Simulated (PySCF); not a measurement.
## Ionisation energy along the 32-electron series

Calculated with PySCF 2.14 and a two-component X2C-1e Hamiltonian (Gaussian nucleus, no Breit or QED terms), each ion in its own even-tempered basis scaled to its charge; GMP2 freezes [Ne] and drops the highest virtual spinors. Values in eV. NIST values: (m) measured, (s) semi-empirical, (t) theoretical.

| ion | configuration | GHF (screened spin-orbit) | GMP2 (screened spin-orbit) | NIST |
| --- | --- | --- | --- | --- |
| Ru¹²⁺ | [Ar] 3d10 4s2 4p2 | 270.10 | 271.43 | 271 ± 3 (t) |
| Rh¹³⁺ | [Ar] 3d10 4s2 4p2 | 304.36 | 305.84 | 306 ± 3 (t) |
| Pd¹⁴⁺ | [Ar] 3d10 4s2 4p2 | 340.50 | 342.04 | 342 ± 3 (t) |

Between Z = 44 and Z = 46 the GMP2 (screened spin-orbit) value grows as Z to the power 5.20.
